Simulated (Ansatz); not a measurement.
Isolated molecules relaxed with PBE0-D4/def2-TZVP in Ansatz; ΔE leaves out vibrations. CCSD(T)/CBS is the MP2 limit (def2-TZVPP, def2-QZVPP) plus CCSD(T) − MP2 in def2-TZVPP, frozen cores. Functionals use def2-TZVPP. B3LYP here is the variant with VWN-RPA as its local correlation; programs differ in this. def2 core potentials past Kr. For In, Zn outer-core shells are correlated without core-valence functions, which leaves a few kJ/mol of doubt a bond. Scalar relativity is left out up to krypton. One conformer a species, not always the lowest.

Consider the redistribution: `[Cl][In]([Cl])[Cl]` + `[CH3][Zn][CH2]S` → `[SH][In]([Cl])[Cl]` + `[CH3][Zn][CH2]Cl`.

```tsv
level	ΔE (kJ/mol)
PBE0-D4	26.4
B3LYP-D4	25.7
PBE0	26.1
B3LYP	25.1
MP2/def2-TZVPP	27.8
CCSD(T)/def2-TZVPP	27.0
MP2/def2-QZVPP	28.6
HF/CBS(def2)	34.9
```

What does CCSD(T)/CBS give? (Best estimate.)

The calculation gave: +27.7 kJ/mol. The listed levels differ from it by -1.3, -2.0, -1.6, -2.6, 0.1, -0.7, 0.9, 7.2 kJ/mol.

Largest T1 diagnostic among the species: 0.013.

In def2-TZVPP, CCSD(T) changes the Hartree–Fock value by −6.9 kJ/mol (the triples alone add −1.0 kJ/mol) and MP2 by −6.1 kJ/mol.
